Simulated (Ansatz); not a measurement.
Mulliken charges of `O[B]([SeH])[SnH3]` from PBE/def2-TZVPP in Ansatz (PBE0-D4/def2-TZVP geometry).

| atom | x (Å) | y (Å) | z (Å) | charge (e) |
| --- | --- | --- | --- | --- |
| O1 | 0.338 | 1.357 | -1.202 | -0.190 |
| B2 | 0.521 | 0.533 | -0.144 | -0.008 |
| Se3 | 2.092 | 0.773 | 0.969 | -0.052 |
| Sn4 | -0.943 | -1.119 | 0.381 | 0.332 |
| H5 | -0.457 | 1.178 | -1.710 | 0.216 |
| H6 | 2.639 | 1.912 | 0.213 | 0.046 |
| H7 | -2.154 | -1.160 | -0.837 | -0.129 |
| H8 | -0.217 | -2.663 | 0.440 | -0.107 |
| H9 | -1.729 | -0.858 | 1.873 | -0.108 |

Q: By hand: the dipole of these point charges (1 e Å = 4.8032 D).

A: Σ q r = (0.020, 0.196, -0.195) e Å, of length 0.277 e Å = 1.33 D.

Q: How does the dipole of the full density compare? (An estimate is asked.)

A: The calculation gave: (-0.096, 0.153, -0.252) e Å, 1.49 D; the point charges give 0.89 times that, at 26° from its direction.

Point charges leave out the atoms' own dipoles, such as those of lone pairs, and Mulliken's split depends on the basis, so the two needn't agree.
